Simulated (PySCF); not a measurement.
**W(OH)2: from structure and modes to constants**

Level of theory: PySCF, UPBE0, basis W def2-TZVP with ECP60, O def2-TZVP, H def2-TZVP (scalar-relativistic core potentials, no spin–orbit coupling, density fitting).

The triplet minimum has D∞h symmetry. Masses (u): W 183.95093, O 15.99492, H 1.00782.

```xyz
5
charge 0 multiplicity 3, angstrom
W     0.0000    0.0000    0.0000
O     1.7810   -0.3830    0.0000
O    -1.7810    0.3830    0.0000
H     2.7126   -0.5834    0.0000
H    -2.7126    0.5834    0.0000
```

Harmonic wavenumbers (cm⁻¹): 58.7 (πu, ×2), 458.0 (πu, ×2), 484.4 (πg, ×2), 767.5 (σu+, ×1), 822.2 (σg+, ×1), 3995.6 (σu+, ×1), 4000.3 (σg+, ×1).

Task: Find the principal moments of inertia and the rotational constants. What kind of rotor is it?

Result: About the centre of mass I = 121.68 u Å². With B = 16.8576/I this gives 0.1385 cm⁻¹. The molecule is linear.

Task: What is the harmonic zero-point energy?

Result: Half the sum of all 10 wavenumbers, 11588/2 = 5794 cm⁻¹, which is 69.3 kJ/mol (1 cm⁻¹ = 0.0119627 kJ/mol).

Task: Give the standard entropy (298.15 K, 1 bar) by its translational, rotational, vibrational and spin parts, and Cp.

Result: Sackur–Tetrode with M = 217.96 u gives 176.0; rotation with symmetry number 2 gives 63.3; vibration 51.8; spin R ln 3 = 9.1. The total is 300.2 J/(mol K), and Cp = 7/2 R + 44.0 = 73.1 J/(mol K).

Other isomers or separated fragments may lie lower. Open d and f shells are described by one determinant, and the ground state may have another occupation or spin. Spin–orbit coupling, left out here, can matter for elements this heavy.
